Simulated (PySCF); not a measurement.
C4H2BrCl, SMILES C(/C#C)(=C/Cl)Br.

The structure is a stationary point at ωB97X-D3(BJ)/def2-SVP. The structure was generated by enumeration; whether it is a known compound was not checked.

These are PySCF with HF/def2-TZVP values and carry that method's errors.

The molecule is in vacuum.

```
Quantity                                                                                                        Result
---------------------------------------------------------------------------------------------  -----------------------
total energy                                                                                       -3184.51704 hartree
point group                                                                                                         Cs
highest occupied level                                                                                        -9.46 eV
lowest empty level                                                                                             2.03 eV
orbital gap                                                                                                   11.49 eV
dipole moment                                                                                                   0.29 D
quadrupole, principal values (traceless, Buckingham form, about the centre of nuclear charge)  -6.08, -5.69, 11.77 D·Å
mean static polarisability                                                                       77.3 bohr³ (11.45 Å³)
polarisability, principal values                                                                44.6, 90.2, 97.0 bohr³
```
